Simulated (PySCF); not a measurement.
# How methods differ on the excitation energy of Rh

Rh [Kr] 4d8 5s1 (4F) → Rh [Kr] 4d7 5s1 6s1 (6F), as a difference of total energies. Computed with PySCF 2.14 in aug-cc-pwCVTZ-DK (11s10p8d4f3g, 136 functions), with the spin-free X2C one-electron Hamiltonian (Gaussian nucleus). Correlated levels: valence: [Kr] frozen; valence and next inner shell: [Ar] 3d10 frozen. The calculations carry no spin-orbit coupling.

| method | excitation energy (cm⁻¹) |
| --- | --- |
| UHF | 42630 |
| LDA | 61107 |
| PBE | 58191 |
| PBE0 | 56135 |
| r2SCAN | 57199 |
| MN15 | 61073 |
| BP86 | 59391 |
| BLYP | 59477 |
| MP2 (valence) | 56699 |
| SCS-MP2 (valence) | 57916 |
| MP2 (valence and next inner shell) | 57169 |
| SCS-MP2 (valence and next inner shell) | 57024 |

A first-order spin-orbit estimate (lowest level to lowest level, LS coupling) adds -0.021 eV.

The promoted electron is Rydberg-like, and one or two diffuse shells describe it only roughly, which tends to raise the upper state.
